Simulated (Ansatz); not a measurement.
One change: `C=CBB(C)F` becomes `CB(F)BCl`.

Ansatz, PBE0-D4/def2-TZVP geometries, multiplicity 1. Each molecule was computed in one conformer, which needn't be the lowest.

```tsv
property	`C=CBB(C)F`
HOMO energy (B3LYP/def2-TZVPP) / eV	-7.43
HOMO–LUMO gap (B3LYP/def2-TZVPP) / eV	5.13
LUMO energy (PBE/def2-TZVPP) / eV	-3.09
HOMO energy (PBE/def2-TZVPP) / eV	-6.19
size of the dipole moment (PBE/def2-TZVPP) / D	1.79
LUMO energy (PBE0/def2-TZVPP) / eV	-2.12
```

(1) Give the same properties after the change, and the shifts. (An estimate is asked.)

## Answers

(1) Computed: 
```tsv
property	`CB(F)BCl`	shift
HOMO energy (B3LYP/def2-TZVPP) / eV	-7.60	-0.17
HOMO–LUMO gap (B3LYP/def2-TZVPP) / eV	5.57	0.44
LUMO energy (PBE/def2-TZVPP) / eV	-2.81	0.28
HOMO energy (PBE/def2-TZVPP) / eV	-6.40	-0.21
size of the dipole moment (PBE/def2-TZVPP) / D	1.23	-0.56
LUMO energy (PBE0/def2-TZVPP) / eV	-1.84	0.28
```

With PBE0 the HOMO falls by 0.17 eV and the LUMO rises by 0.28 eV, so the gap widens by about 0.45 eV. PBE moves the HOMO by -0.21 eV and ωB97M-V by -0.12 eV. Dipoles are sizes alone; their direction can turn.

B3LYP here is the variant with VWN-RPA as its local correlation; programs differ in this.
